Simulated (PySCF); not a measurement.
```xyz
3
charge 0 multiplicity 1, angstrom
Se    0.0000    0.0000   -1.1672
I     2.0167    0.0000    0.3675
I    -2.0167    0.0000    0.3675
```

Level of theory: PBE/[Se def2-TZVP, I def2-TZVP with ECP28], scalar-relativistic core potentials, density fitting, no spin–orbit coupling, PySCF.

This geometry of SeI2 is a stationary point at this level.

Q: What is the point group?

A: C2v.

Q: Is it a minimum?

A: Yes: all harmonic wavenumbers are real.

Q: Give the atomic charges and bond orders.

A: 
```
atom  Mulliken  Löwdin  polar tensor  Mayer order to Se1
 Se1      0.00   -0.10          0.36                   –
I2,3      0.00    0.05         -0.18                1.14
```

Q: Give the ideal-gas entropy at 298.15 K and 1 bar by parts.

A: translation 181.3, rotation 121.6, vibration 33.1, spin 0.0; total 336.0 J/(mol K).
